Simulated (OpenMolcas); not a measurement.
# Ions of charge +2 along the 3d row with 6 fluoride ligands in octahedral coordination

```json
{
  "Program": "OpenMolcas 26.06",
  "Method": "SS-CASPT2, IPEA 0.25 Eh, imaginary shift 0.1 Eh",
  "Spin-orbit coupling": "state interaction with AMFI integrals over the reference wave functions"
}
```

The d shell is active; CASPT2 correlates the ligand valence shells and the outer metal core. Anionic complexes are neutralised by point charges behind the ligands. Distances were set from a Shannon-type radius of the metal (high-spin where two are listed) plus a fixed donor radius (F 1.31 Å). Ligand basis ANO-RCC-VDZP, DKH2 Hamiltonian. States (labels of O, the rotations of Oh). Energies in cm-1 above the lowest state or level, χT in cm3 K/mol; under a threefold ground state the first gap can be a small split of the lowest multiplet, not the spin-orbit step; 10Dq and B are least-squares fits to the states below 45000 cm-1, weighted by degeneracy, with a free offset, and given where the rms deviation is under 5 % of |10Dq| (or 100 cm-1) and under 700 cm-1. Spin-only χT is S(S+1) / 2 for the spin of the ground state.

| Ion | Shell | R (Å) | Metal basis | Outer charge (e at Å behind ligand) | Ground state | First state of that spin | 10Dq | B (rms of fit) | First gap with spin-orbit (degeneracies) | χT at 300 K | First state of another spin | Spin-only χT |
| --- | --- | --- | --- | --- | --- | --- | --- | --- | --- | --- | --- | --- |
| Ti2+ | 3d2 | 2.17 | ANO-RCC-VTZP | 0.67 at 3.2 | 3T1 | 3T2 9240 | 10637 | 686 (291) | 3 (2, 3) | 1.101 | 1T2 8870 | 1.000 |
| V2+ | 3d3 | 2.1 | ANO-RCC-VTZP | 0.67 at 2.4 | 4A2 | 4T2 9700 |  |  | 9630 (4, 2) | 1.851 | 2E 13050 | 1.875 |
| Cr2+ | 3d4 | 2.11 | ANO-RCC-VDZP | 0.67 at 2.6 | 5E | 5T2 8140 |  |  | 6 (1, 3) | 2.953 | 3T1 12340 | 3.000 |
| Mn2+ | 3d5 | 2.14 | ANO-RCC-VTZP | 0.67 at 3.2 | 6A1 |  |  |  | 23130 (6, 2) | 4.386 | 4T1 23180 | 4.375 |
| Fe2+ | 3d6 | 2.09 | ANO-RCC-VTZP | 0.67 at 2.6 | 5T2 | 5E 7560 |  |  | 190 (3, 2) | 4.101 | 3T1 15740 | 3.000 |
| Co2+ | 3d7 | 2.06 | ANO-RCC-VDZP | 0.67 at 2.8 | 4T1 | 4T2 6830 |  |  | 370 (2, 4) | 3.591 | 2E 13970 | 1.875 |
| Ni2+ | 3d8 | 2 | ANO-RCC-VDZP | 0.67 at 2.4 | 3A2 | 3T2 7550 |  |  | 7230 (3, 2) | 1.411 | 1E 14790 | 1.000 |
| Cu2+ | 3d9 | 2.04 | ANO-RCC-VDZP | 0.67 at 2.6 | 2E | 2T2 6230 | 6231 |  | 5560 (4, 2) | 0.612 |  | 0.375 |

The rows also differ in their metal basis and outer charges, so part of each step comes from that.

Every ion keeps the highest spin of its shell. χT departs most from the spin-only value for Co2+, by +1.716 cm3 K/mol.

Roots that are degenerate in the reference are averaged as groups; the widest CASPT2 spread within a group is 220 cm-1 (the 3-fold group of multiplicity 4 near 24000 cm-1 above the lowest state of its run, V2+). Shifts and gaps below about the spread of the groups concerned are not significant. Over all roots computed the reference weight is 0.70 to 0.72 in Ti2+, 0.70 to 0.71 in V2+, 0.70 to 0.72 in Cr2+, 0.70 to 0.71 in Mn2+, 0.70 to 0.71 in Fe2+, 0.70 to 0.71 in Co2+, 0.70 to 0.71 in Ni2+; a low but even weight reflects the number of correlated electrons. Ligand-to-metal charge-transfer states are missing. Free-ion shares, where given, are those of the reference states; single-state CASPT2 does not remix them. An orbital triplet at a regular site is open to Jahn-Teller coupling, which can distort the site and quench the lowest spin-orbit gaps and is left out (holds for Ti2+; Fe2+; Co2+). With no ligand orbital active B as a rule stays too high, so bands that hang on it stand too high and its fall with covalency is understated (holds for Ti2+; V2+; Cr2+; Mn2+). With one d shell and no ligand orbital active, 10Dq can be off by tens of per cent for divalent 3d ions, low with halides held by bare charges and at times high in hosts (holds for Ti2+; V2+; Cr2+; Mn2+; Fe2+; Co2+). These CASPT2 states fit no ligand-field parameters well, so their order and spin gaps are uncertain (holds for V2+; Cr2+; Mn2+; Fe2+; Co2+; Ni2+). An orbital doublet at a regular site is open to a Jahn-Teller distortion, which this geometry leaves out (holds for Cr2+; Cu2+). A single d shell leaves out the double-shell effect, which counts most for late 3d ions, where the CASPT2 field can be off either way by tens of per cent (holds for Fe2+; Co2+; Ni2+; Cu2+). For late 3d ions with one d shell CASPT2 can put B and the spin-flip bands somewhat low as well as high (holds for Fe2+; Co2+; Ni2+). With one d shell and no ligand orbital active, 10Dq can be off by tens of per cent for divalent 3d ions, low with halides held by bare charges and at times high in hosts, and the orbital part of g and χT goes as 1/10Dq (holds for Ni2+; Cu2+). No measured value stands beside these numbers; the geometry was imposed, not optimised, and the real ion may take another.
